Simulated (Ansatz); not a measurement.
BiMe3 (C₃H₉Bi). Total charge 0; singlet. Geometry PBE0-D4/def2-SVP, basis def2-TZVP, Ansatz.

```csv
run,HOMO (eV),LUMO (eV)
A,-9.02,2.03
B,-7.47,0.76
C,-7.82,0.91
D,-8.72,1.87
E,-8.65,1.55
F,-8.71,2.59
```

In the def2 sets Bi takes a core potential; there is no spin–orbit coupling. LC-ωPBE has ω = 0.4 bohr⁻¹.

Task: The runs used BHLYP, CAM-B3LYP, HF, LC-ωPBE, ωB97M-V, ωB97X-V. Estimate which is which.

Result: A LC-ωPBE (range-separated); B BHLYP (50 % exact exchange); C CAM-B3LYP (range-separated); D ωB97X-V (range-separated); E ωB97M-V (range-separated); F HF (100 % exact exchange). Exact exchange lowers occupied and raises empty levels; among semilocal functionals meta-GGAs tend to open the gap a little, and such runs are hard to tell apart. The gap grows from 8.23 eV (BHLYP) to 11.30 eV (HF).
